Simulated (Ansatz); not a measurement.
## Counterpoise correction, worked out

The pair of HBr (SMILES Br, atoms 1–2) and CH5N (SMILES CN, atoms 3–9), both closed shells, in one local arrangement (a lower one may exist), relaxed at PBE0-D4/def2-TZVP:

Br1  (-0.242, 0.275, -2.804)
H2  (-0.153, -0.357, -1.160)
C3  (0.138, 0.565, 0.772)
N4  (-0.075, -0.667, 0.003)
H5  (0.220, 0.367, 1.841)
H6  (-0.695, 1.237, 0.577)
H7  (1.047, 1.041, 0.408)
H8  (-0.935, -1.139, 0.261)
H9  (0.694, -1.322, 0.103)
(Å)

Program: Ansatz 0.2.0. Basis: def2-TZVPPD. Cores are frozen in the correlated methods. Filled d shells of the heavier atoms are correlated. The def2 sets are not built for correlating such inner shells, so the correlated values are less sure here.

MP2 total energies in eV:

| system | geometry | basis functions | energy |
| --- | --- | --- | --- |
| pair | pair | all | -72626.55166 |
| HBr | as in the pair | all (partner as ghosts) | -70021.88272 |
| CH5N | as in the pair | all (partner as ghosts) | -2603.16740 |
| HBr | as in the pair | its own | -70021.83122 |
| CH5N | as in the pair | its own | -2603.11881 |
| HBr | free (PBE0-D4 minimum) | its own | -70022.83848 |
| CH5N | free (PBE0-D4 minimum) | its own | -2603.13820 |

Task: Work out the interaction energy with and without the counterpoise correction, the superposition error, and the binding energy from the relaxed fragments.

Result: Without correction: -72626.55166 − (-70021.83122) − (-2603.11881) = -1.60163 eV.
With correction (each fragment in the whole basis): -72626.55166 − (-70021.88272) − (-2603.16740) = -1.50154 eV = -34.63 kcal/mol.
The superposition error is the difference, 0.10009 eV, 6 % of the uncorrected value: each fragment borrows its partner's functions.
Deformation from the free shapes: 1.00726 eV for HBr and 0.01939 eV for CH5N.
Binding energy from relaxed fragments: -1.50154 + 1.00726 + 0.01939 = -0.47489 eV = -10.95 kcal/mol (electronic, without zero-point energy; negative means bound). The deformation is large: the pair is on the way to a chemical bond or a shared proton. For comparison, the corrected interaction energy by CCSD(T) at an estimated basis limit (MP2 extrapolated from triple and quadruple zeta, plus CCSD(T) − MP2 in triple zeta) is -1.456 eV.

No T1 diagnostic of these runs exceeds 0.009.

For scale, one of the runs: CCSD(T)/def2-TZVPPD, 233 basis functions, launched by `ansatz run in.yaml --threads 4 --pin off --events-out ev --progress --plain --max-ram 9574MiB`. The run took 2.5 min on 4 CPU threads of an Arm Neoverse V1 (shared host), with 4.2 GiB of host memory at its peak.
